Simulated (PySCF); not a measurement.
## Correlation energy of Cu (copper, neutral)

[Ar] 3d9 4s2, 2D determinant (an excited configuration). All numbers are calculated (PySCF 2.14, scalar relativity by spin-free X2C-1e, in aug-cc-pVTZ-DK). Frozen: [Ar]; 11 electrons correlated.

```csv
level,correlation energy (mhartree)
CCSD,-409.03
(T),-16.17
CCSD(T),-425.20
```

Diagnostics: T1 = 0.022, D1 = 0.0638, largest double amplitude 0.060.

Cost of the coupled-cluster step: about 50 core-seconds, for 11 correlated electrons.

Iterations:

```
CC2 = 0
CCSD nocc = (np.int64(6), np.int64(5)), nmo = (84, 84)
frozen orbitals [[0, 1, 2, 3, 4, 5, 6, 7, 8], [0, 1, 2, 3, 4, 5, 6, 7, 8]]
max_cycle = 100
direct = 0
conv_tol = 1e-08
conv_tol_normt = 1e-06
diis_space = 8
diis_start_cycle = 0
Init t2, MP2 energy = -0.435135152208822
Init E_corr(UCCSD) = -0.435135152222342
cycle = 1  E_corr(UCCSD) = -0.392662465554341  dE = 0.0424726867  norm(t1,t2) = 0.100246
cycle = 2  E_corr(UCCSD) = -0.409678321188281  dE = -0.0170158556  norm(t1,t2) = 0.0384188
cycle = 3  E_corr(UCCSD) = -0.407348616425104  dE = 0.00232970476  norm(t1,t2) = 0.0210607
cycle = 4  E_corr(UCCSD) = -0.408701344173704  dE = -0.00135272775  norm(t1,t2) = 0.00795253
cycle = 5  E_corr(UCCSD) = -0.409011545838389  dE = -0.000310201665  norm(t1,t2) = 0.00132323
cycle = 6  E_corr(UCCSD) = -0.409041390454561  dE = -2.98446162e-05  norm(t1,t2) = 0.000584347
cycle = 7  E_corr(UCCSD) = -0.4090156233077  dE = 2.57671469e-05  norm(t1,t2) = 0.000290997
cycle = 8  E_corr(UCCSD) = -0.409026664161653  dE = -1.1040854e-05  norm(t1,t2) = 0.000126934
cycle = 9  E_corr(UCCSD) = -0.4090276397331  dE = -9.75571447e-07  norm(t1,t2) = 5.38327e-05
cycle = 10  E_corr(UCCSD) = -0.40902573212505  dE = 1.90760805e-06  norm(t1,t2) = 3.08699e-05
cycle = 11  E_corr(UCCSD) = -0.409026058759125  dE = -3.26634075e-07  norm(t1,t2) = 1.75592e-05
cycle = 12  E_corr(UCCSD) = -0.409026353508515  dE = -2.9474939e-07  norm(t1,t2) = 6.31303e-06
cycle = 13  E_corr(UCCSD) = -0.409026077864369  dE = 2.75644146e-07  norm(t1,t2) = 3.58128e-06
cycle = 14  E_corr(UCCSD) = -0.409026244524502  dE = -1.66660133e-07  norm(t1,t2) = 1.64831e-06
cycle = 15  E_corr(UCCSD) = -0.40902621642033  dE = 2.81041722e-08  norm(t1,t2) = 6.64435e-07
cycle = 16  E_corr(UCCSD) = -0.409026205731423  dE = 1.06889063e-08  norm(t1,t2) = 3.16006e-07
cycle = 17  E_corr(UCCSD) = -0.409026226580286  dE = -2.08488627e-08  norm(t1,t2) = 1.48557e-07
cycle = 18  E_corr(UCCSD) = -0.409026224382213  dE = 2.19807317e-09  norm(t1,t2) = 7.04682e-08
UCCSD converged
E(UCCSD) = -1653.566674921258  E_corr = -0.4090262243822128
UCCSD(T) correction = -0.01617436990237
```
